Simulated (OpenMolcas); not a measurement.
**Computed transition rates of Mo**

- Program: OpenMolcas
- Method: MS-CASPT2, IPEA 0.25 Eh, imaginary shift 0.1 Eh (closed shells correlated: 4s 4p)
- Basis: ANO-R3 [8s6p5d3f2g1h]
- Scalar Hamiltonian: X2C, finite nucleus
- Active space: 6 electrons in 6 orbitals (4d 5s)
- State averaging: 2S+1 = 7 even, 1 root; 2S+1 = 5 even, 23 roots kept (CI in the orbitals of an earlier block); 2S+1 = 3 even, 30 roots kept (CI in the orbitals of an earlier block); 2S+1 = 1 even, 1 root kept (CI in the orbitals of an earlier block, 0 in the spin-orbit step)
- Spin-orbit coupling: RASSI with atomic mean-field integrals over the reference wave functions, term energies averaged over their components

Rates come from the transition moments of the reference wave functions (E1 and E2 in the length form). At fixed line strength A goes as λ^-3 for E1 and M1 and as λ^-5 for E2, so a rate at the computed wavelength can be rescaled to the measured one. Measured vacuum wavelengths follow from level energies in NIST Handbook of Basic Atomic Spectroscopic Data. Branching counts decays inside the model space alone, at computed energies, and the table is only a selection of the E2 and M1 lines, drawn from those between levels with measured partners whose computed energy lies within a factor of 1.5 of the measured one.

```csv
Upper,Lower,Type,λ computed (nm),λ measured (nm),A computed (s-1),A rescaled (s-1),Branching %
4d5 5s 5G2,4d4 5s2 5D0,E2,1211,1762,8.01e-03,1.23e-03,39.1
4d5 5s 5S2 [72 %],4d5 5s 7S3,M1,1003,928.6,3.84e-04,,68.4
4d5 5s 5S2 [72 %],4d5 5s 7S3,E2,1003,928.6,4.30e-05,,7.7
```

Spin-changing lines and M1 lines between different terms are not rescaled, since their strength hangs on the term gaps too.

The largest correction is for 4d5 5s 5G2 → 4d4 5s2 5D0 (E2): 8.01e-03 × (1211 / 1762)^5 = 1.23e-03 s-1, a factor of 0.15.

The computed order of these levels differs from the measured one in 1 place, and where term gaps are wrong the rates of spin-changing lines can be off by large factors.

No measured rate stands beside these. Rescaling mends the energy factor alone: line strengths can still be far off where a level mixes with configurations outside the active space, and weak or spin-changing lines hang on small mixing coefficients that depend on the term gaps too, so rescaling need not improve them.

CASPT2 breaks the degeneracy within a term, and the mean is taken; among the terms shown or strongly mixed into the levels shown the widest spread is 630 cm-1 (4d5 5s 5G). Some high roots are left out of the spin-orbit mixing, which shifts the levels that they would mix with. Terms from blocks run as CI alone lack orbitals of their own. Configurations are named by rounded mean occupations; where the s occupation lies near a half they are strongly mixed, a name can repeat and a true partner stay unpaired. A single d shell beside an s shell can misplace configurations of different d count against each other. Measured partners are found by configuration, term and J. A level has none where our copy of the source lacks it or the pairing is in doubt (some pairs that miss far off the trend of their configuration count as doubtful). Only configurations of the active space appear.

A share in square brackets marks a mixed level and gives the weight of the term that names it.
